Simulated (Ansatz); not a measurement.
Compare A (`NC1=C[Te]1`) with its isomer B (`NC#C[TeH]`).

Calculated with Ansatz (gas phase, PBE0-D4/def2-TZVP geometries, no zero-point term in ΔE). CCSD(T)/CBS is the MP2 limit (def2-TZVPP, def2-QZVPP) plus CCSD(T) − MP2 in def2-TZVPP, frozen cores. DFT in def2-TZVPP. def2 core potentials past Kr. For Te outer-core shells are correlated without core-valence functions, which leaves a few kJ/mol of doubt a bond. Each species was taken in one conformer, which may not be the lowest.

A:

```xyz
7

N    -0.863    0.367    0.843
C     0.096    0.099   -0.063
C     0.947   -0.722   -0.561
Te    1.208    1.223   -1.517
H    -1.460    1.152    0.648
H    -1.328   -0.427    1.259
H     1.401   -1.693   -0.610
```

B:

```xyz
7

N    -0.493    1.455    0.863
C    -0.040    0.412    0.174
C     0.317   -0.578   -0.429
Te    1.120   -2.050   -1.517
H     0.024    1.736    1.681
H    -0.902    2.216    0.346
H    -0.025   -3.192   -1.118
```

Which isomer does CCSD(T)/CBS put lower? Give the gap. (Best estimate.)

Computed: A, by 0.4 kcal/mol. So small a gap doesn't settle the order.

Give E(B) − E(A) in kcal/mol with CCSD/def2-TZVPP, HF/def2-TZVPP, LDA (SPW92), ωB97M-V, PBE-D4, r2SCAN-D4, B2PLYP. (Estimate.)

Ansatz gave: CCSD/def2-TZVPP -3.2, HF/def2-TZVPP -9.0, LDA (SPW92) 3.9, ωB97M-V -0.6, PBE-D4 2.7, r2SCAN-D4 1.1, B2PLYP -0.8. The order is the other way round with CCSD/def2-TZVPP, HF/def2-TZVPP, ωB97M-V, B2PLYP.

Does the order hold for the free energy at 298.15 K (harmonic terms from PBE0-D4)? (Best estimate.)

Ansatz gave: No: G(B) − G(A) = -2.0 kcal/mol, for one conformer each.

Largest T1 diagnostic: 0.013.

Leaving LDA and LC-ωPBE aside and taking each functional with its dispersion term where it has one, the values, not all of them listed here, spread over 5.6 kcal/mol, from BHLYP-D4 to revPBE-D4. LDA lies +1.7 kcal/mol from PBE without D4. The D4 term adds +1.0 kcal/mol with B3LYP and +0.5 kcal/mol with PBE0; it sums over pairs of atoms, weighted by their polarisabilities, and B3LYP, whose exchange is more repulsive, gets the larger term.

B3LYP here is the variant with VWN-RPA as its local correlation; programs differ in this.
